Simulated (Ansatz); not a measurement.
Reactions of C₃H₈OS, SMILES `COC(C)S`.

Program: Ansatz. Geometries: PBE0-D4/def2-TZVP. ΔE: electronic, gas phase. CCSD(T)/CBS adds triple-zeta CCSD(T) − MP2 to the extrapolated MP2 energy (def2 sets, frozen cores). This one scheme is used for every species. Triplets are unrestricted, without spin–orbit coupling. Each species was taken in one conformer, which may not be the lowest.

(1) Order these by ΔE at CCSD(T)/CBS, lowest first. (Best estimate.)
A. `COC(C)S` + `N[SiH](N)S` → `CN[SiH](N)S` + `COCS`
B. `COC(C)S` + H₂O → `COC(O)S` + CH₄
C. `COC(C)S` → `OCCCS`
D. `COC(C)S` → `[CH2]` (triplet) + `COCS`
E. `COC(C)S` + HCl → `COC(C)Cl` + H₂S
F. `COC(C)S` → `[CH2]` (triplet) + `CC(O)S`
G. `COC(C)S` + `C#[C][AlH][F]` → `C#[C][Al]([CH3])[F]` + `COCS`
H. `COC(C)S` + H₂ → `COCS` + CH₄

Largest T1 diagnostic: 0.013, for `C#[C][AlH][F]`.

## Answers

(1) H (-50.8 kJ/mol), G (-32.5 kJ/mol), C (-20.6 kJ/mol), E (-0.8 kJ/mol), B (+32.5 kJ/mol), A (+57.1 kJ/mol), F (+407.6 kJ/mol), D (+452.3 kJ/mol).
